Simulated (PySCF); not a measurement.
# Computed properties of GaFClBr, SMILES [F][Ga]([Cl])[Br]

GaFClBr, SMILES [F][Ga]([Cl])[Br]. The structure is a stationary point at B3LYP-D3(BJ)/def2-SVP. Other conformers were not sampled. All values are computed for the isolated molecule unless a solvent is named; none is compared with measurement here.

**Structure.** The optimised structure has Cs symmetry. All 6 harmonic modes at B3LYP-D3(BJ)/def2-SVP (PySCF) are real, so it is a minimum. With heavy atoms numbered as in [Ga:1]([F:2])([Cl:3])[Br:4], the shortest bond between them is Ga1–F2 at 1.744 Å and the longest Ga1–Br4 at 2.266 Å.

**Vibrations.** The strongest infrared lines (harmonic, unscaled, degenerate partners summed) lie at 446 cm⁻¹ (72 km/mol, Cl 57 %, Ga 40 %), 720 cm⁻¹ (69 km/mol, F 77 %, Ga 23 %), 167 cm⁻¹ (20 km/mol, F 72 %, Cl 11 %, Br 11 %). The softest mode is at 105 cm⁻¹ and the zero-point energy is 2.7 kcal/mol.

**Electronic structure.** PBE0/def2-TZVPD (PySCF) places the frontier levels at -9.23 and -2.38 eV, a gap of 6.85 eV, and gives a dipole moment of 1.10 D and a mean polarisability of 61.8 bohr³. PBE/def2-TZVPD (PySCF) at the same geometry gives -7.90 and -3.30 eV, so its gap is 2.25 eV narrower. An orbital gap is neither the optical nor the fundamental gap.

**Excitations.** TDA-ωB97X/def2-SVPD (PySCF) has S1 at 5.91 eV (210 nm, f = 0.019, weak); the most intense of the 10 singlets computed lies at 8.08 eV (f = 0.33). T1 (TDA) is at 5.44 eV, 0.47 eV under S1. TDA-PBE/def2-SVPD (PySCF) puts S1 at 4.74 eV. No vertical singlet excitation falls in the visible range (under 3.1 eV).

**NMR.** GIAO shifts at PBE0/pcSseg-1 (PySCF) (non-relativistic, atoms alike by connectivity averaged): ¹⁹F at -112.3 ppm against CFCl3. Without spin–orbit terms, shifts of atoms bonded to Cl or Br come out too high.
